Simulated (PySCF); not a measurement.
Si(Cl)(OH)(NH2)2 (ClH5N2OSi), SMILES N[Si](N)(O)Cl.

Coordinates come from a PBE-D3(BJ)/def2-SVP optimisation. The structure was generated by enumeration, and PubChem lists no compound with its InChIKey, so it may never have been made. One conformer was computed; it need not be the lowest.

The numbers are results of PBE-D3(BJ)/def2-SVP in PySCF, not measurements.

Frequencies are harmonic and unscaled.

### Question
List the normal modes with their intensities. (The exact figures need the calculation; the answer reports its results.)

### Answer

```tsv
mode	ν (cm⁻¹)	IR (km/mol)	moving atoms (share of kinetic energy)
1	159	21.7	H 41 %, N 26 %, O 18 %, Cl 13 %
2	183	7.2	N 35 %, H 30 %, Cl 17 %, O 16 %
3	243	1.6	H 81 %, O 8 %
4	261	36.4	H 59 %, N 26 %
5	275	22.2	H 26 %, N 25 %, Si 19 %, O 18 %, Cl 12 %
6	294	54.3	H 33 %, O 27 %, Cl 18 %, Si 11 %, N 10 %
7	325	2.9	H 41 %, N 25 %, O 17 %, Si 14 %
8	372	160.8	H 65 %, N 29 %
9	390	171.8	H 73 %, N 22 %
10	423	24.4	H 84 %, N 13 %
11	491	129.1	Si 40 %, Cl 36 %, H 9 %, N 9 %
12	755	49.5	H 35 %, O 33 %, N 26 %
13	779	35.6	H 57 %, N 34 %
14	811	32.3	H 71 %, N 17 %
15	842	218.0	H 59 %, N 17 %, O 13 %, Si 11 %
16	935	197.4	Si 44 %, N 32 %, H 22 %
17	940	130.1	Si 47 %, H 21 %, O 19 %, N 14 %
18	1474	97.5	H 88 %, N 12 %
19	1478	25.5	H 89 %, N 11 %
20	3501	27.8	H 96 %
21	3515	32.7	H 96 %
22	3606	27.7	H 91 %, N 9 %
23	3619	35.2	H 91 %, N 9 %
24	3768	68.3	H 94 %
```
